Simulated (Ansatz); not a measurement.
Mulliken charges of `O[SiH2]B(F)F` from PBE/def2-TZVPP in Ansatz (PBE0-D4/def2-TZVP geometry).

```tsv
atom	x (Å)	y (Å)	z (Å)	charge (e)
O1	-0.626	0.565	1.600	-0.352
Si2	-0.097	-0.562	0.519	0.270
B3	0.576	0.303	-1.200	0.406
F4	1.233	-0.379	-2.120	-0.188
F5	0.358	1.580	-1.466	-0.188
H6	-1.181	1.275	1.275	0.190
H7	0.997	-1.305	1.188	-0.056
H8	-1.167	-1.533	0.148	-0.080
```

Question: By hand: the dipole of these point charges (1 e Å = 4.8032 D).

Answer: Σ q r = (-0.058, -0.015, -0.072) e Å, of length 0.094 e Å = 0.45 D.

Question: How does the dipole of the full density compare? (Best estimate.)

Answer: Computed: (-0.190, 0.078, -0.009) e Å, 0.99 D; the point charges give 0.45 times that, at 57° from its direction.

Point charges leave out the atoms' own dipoles, such as those of lone pairs, and Mulliken's split depends on the basis, so the two needn't agree.
